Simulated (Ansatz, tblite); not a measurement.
Removing and adding an electron: NbO2 (the lowest doublet isomer of a short search). The state is a doublet with charge 0. Geometry: PBE0-D4/def2-TZVP. Ansatz, gas phase; energy differences of separate SCF runs; the oxidised species is a singlet (the triplet lies 2.37 eV higher at PBE0-D4/def2-TZVP); the reduced species is a singlet (the triplet lies 0.21 eV higher at PBE0-D4/def2-TZVPD).

```xyz
3

Nb    0.349   -0.590    0.088
O     0.982    0.943   -0.285
O    -1.331   -0.353    0.197
```

In the def2 sets Nb takes a core potential; there is no spin–orbit coupling. The xTB rows come from tblite. The structure comes from a short search, and lower isomers may exist.

**Question.** Estimate orbital energies and vertical ionisation energies and electron affinities at: GFN1-xTB; GFN2-xTB; PBE-D4/def2-TZVP; PBE-D4/def2-TZVPD; r2SCAN-D4/def2-TZVP; r2SCAN-D4/def2-TZVPD; PBE0-D4/def2-TZVP; PBE0-D4/def2-TZVPD.

**Answer.** 
```csv
level,−HOMO (eV),vertical IE (eV),−LUMO (eV),vertical EA (eV),HOMO–LUMO gap (eV),IE − EA (eV),remarks
GFN1-xTB,–,12.90,–,6.28,–,6.61,–
GFN2-xTB,–,–,–,7.73,–,–,–
PBE-D4/def2-TZVP,5.01,7.91,3.75,–,1.26,–,restricted SCF unstable in HF (+1 singlet)
PBE-D4/def2-TZVPD,5.03,–,3.76,1.53,1.27,–,"HOMO above zero (-1 singlet), restricted SCF unstable in HF (-1 singlet)"
r2SCAN-D4/def2-TZVP,5.35,7.98,3.25,–,2.10,–,restricted SCF unstable in HF (+1 singlet)
r2SCAN-D4/def2-TZVPD,5.35,–,3.26,1.40,2.09,–,"HOMO above zero (-1 singlet), restricted SCF unstable in HF (-1 singlet)"
PBE0-D4/def2-TZVP,6.00,8.02,2.96,–,3.04,–,restricted SCF unstable in HF (+1 singlet)
PBE0-D4/def2-TZVPD,6.01,–,2.96,1.54,3.05,–,restricted SCF unstable in HF (-1 singlet)
```

Run but left out: GFN2-xTB (tight binding far off the other levels); HF/def2-TZVPP, MP2/def2-TZVPP, CCSD/def2-TZVPP, CCSD(T)/def2-TZVPP (charge +1 singlet: restricted singlet, unstable towards broken spin symmetry); HF/def2-TZVPD, MP2/def2-TZVPD, CCSD/def2-TZVPD, CCSD(T)/def2-TZVPD (charge -1 singlet: restricted singlet, unstable towards broken spin symmetry).   A HOMO above zero means that the electron is unbound at that level or that self-interaction error raises the level; the energy of removing that electron tells which. HOMO and LUMO are the levels of the spin that leaves or enters (xTB has no such levels and no spin-polarisation term). Other spin states of the ions may lie lower, which would lower the ionisation energy or raise the affinity. Raw xTB energy differences between charge states are shifted by several eV; the methods need an empirical correction for them.
